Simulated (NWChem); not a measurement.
# Correlation energy of bifluoride (HF$_{2}$ (-1))

SMILES: F.[F-]
```xyz
3

F      0.0000     0.0000     1.1624
H      0.0000     0.0000     0.0000
F      0.0000     0.0000    -1.1624
```
Charge -1, spin multiplicity 1.

All runs are NWChem calculations. Structure: optimised with PBE/def2-SVP, a minimum by its harmonic frequencies.

Basis set: aug-cc-pVTZ. Each correlation energy counts from its own Hartree-Fock reference.

The correlated methods keep 2 core orbitals frozen. The anion's geometry comes from a basis without diffuse functions. Coupled-cluster values serve here as a point of comparison, not as the truth.

Problem. Order these methods by the correlation energy they give, lowest first: CCSD, MP2, SCS-MP2, CR-CCSD[T], CR-CCSD(T).

Solution. CR-CCSD[T] (-592.1 mHa), CR-CCSD(T) (-590.9 mHa), MP2 (-581.4 mHa), CCSD (-575.5 mHa), SCS-MP2 (-565.1 mHa)
